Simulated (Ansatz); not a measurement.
**Counterpoise correction, worked out**

The pair of F⁻ (SMILES [F-], atom 1) and SiH₄ (SMILES [SiH4], atoms 2–6), both closed shells, in one local arrangement (a lower one may exist), relaxed at PBE0-D4/def2-TZVPD:

```
6
angstrom
F -0.3573 0.0074 -1.6788
Si 0.0069 -0.0001 0.0324
H 1.3348 0.6714 -0.2613
H -1.2290 0.8419 0.2852
H 0.3383 -0.0070 1.5894
H -0.0936 -1.5135 0.0331
```

Ansatz 0.2.0; basis: def2-TZVPPD; cores frozen in the correlated methods.

CCSD(T) total energies in eV:

| system | geometry | basis functions | energy |
| --- | --- | --- | --- |
| pair | pair | all | -10646.34053 |
| F⁻ | as in the pair | all (partner as ghosts) | -2714.30864 |
| SiH₄ | as in the pair | all (partner as ghosts) | -7929.42688 |
| F⁻ | as in the pair | its own | -2714.25079 |
| SiH₄ | as in the pair | its own | -7929.40527 |
| F⁻ | free (PBE0-D4 minimum) | its own | -2714.25079 |
| SiH₄ | free (PBE0-D4 minimum) | its own | -7930.38536 |

Q: Work out the interaction energy with and without the counterpoise correction, the superposition error, and the binding energy from the relaxed fragments.

A: Without correction: -10646.34053 − (-2714.25079) − (-7929.40527) = -2.68447 eV.
With correction (each fragment in the whole basis): -10646.34053 − (-2714.30864) − (-7929.42688) = -2.60501 eV = -60.07 kcal/mol.
The superposition error is the difference, 0.07946 eV, 3 % of the uncorrected value: each fragment borrows its partner's functions.
Deformation from the free shapes: 0.00000 eV for F⁻ and 0.98009 eV for SiH₄.
Binding energy from relaxed fragments: -2.60501 + 0.00000 + 0.98009 = -1.62492 eV = -37.47 kcal/mol (electronic, without zero-point energy; negative means bound). The deformation is large: the pair is on the way to a chemical bond or a shared proton. For comparison, the corrected interaction energy by CCSD(T) at an estimated basis limit (MP2 extrapolated from triple and quadruple zeta, plus CCSD(T) − MP2 in triple zeta) is -2.733 eV; triple zeta with the correction binds less.

No T1 diagnostic of these runs exceeds 0.023.

For scale, one of the runs: CCSD(T)/def2-TZVPPD, 156 basis functions, launched by `ansatz run in.yaml --threads 2 --pin off --events-out ev --progress --plain --max-ram 5222MiB`. The run took 10 s on 2 CPU threads of an Arm Neoverse V2 (shared host), with 1.1 GiB of host memory at its peak.
